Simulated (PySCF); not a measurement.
Structure elucidation problem

The spectra below were simulated for a compound C6H11N3.

¹H NMR (300 MHz, computed): δ 7.38 (s, 1H), 3.92 (s, 3H), 2.95 (sept, 1H), 1.20 (d, 6H).

¹³C{¹H} NMR (computed): δ 158.9, 134.4, 40.9, 28.8, 25.7 (2C).

- σ from GIAO-PBE0/pcSseg-1
- PBE0-D3(BJ)/def2-SVP geometry
- run in PySCF 2.14.0 with density-fitted response routines
- no relativistic terms, no solvent model, one averaged value for each set of equivalent atoms, single conformer

Shifts are taken against calculated references (same method and geometry level): ¹H, ¹³C against TMS.

Task: Propose a structure and justify it.

Result: 
- Rings plus π bonds: 3 (1 ring in the answer).
- 5 carbon signals for 6 carbons: some carbons are equivalent by symmetry or fast rotation.
- Carbon types of the structure: 1 × C, 2 × CH, 3 × CH3, which accounts for all hydrogens.
- δC 158.9: substituted aromatic carbon next to a ring nitrogen.
- δC 134.4: aromatic CH next to a ring nitrogen.
- δC 40.9: methyl carbon bonded to N; pulled downfield by the heteroatom.
- δC 25.7: methyl carbon; saturated and bonded to C and H only.
- δH 7.38: hydrogen on an aromatic CH next to a ring nitrogen; the ring current deshields protons in the ring plane.
- δH 3.92: hydrogen on a methyl carbon bonded to N; its carbon carries N, which withdraws density.
- δH 2.95: hydrogen on an sp3 CH on an aromatic ring; benzylic-type position, deshielded by the ring.

These data were computed for SMILES N1=C(C(C)C)C=NN1C.

The shifts were computed for this structure.

Shifts are as computed. Against solution values, carbons near 30 ppm lie about +2 ppm off and those near 130 ppm about +5 ppm. Of 1313 compounds with measured shifts, 239 miss one by over three times the rms of a fit or turn the order of signals round; such compounds aren't used in these exercises. No couplings were computed; multiplicities are counted from neighbouring protons, with m where these are inequivalent, close in shift, in a saturated or five-membered ring or joined by F or P, and br s for small geminal =CH2 splittings.
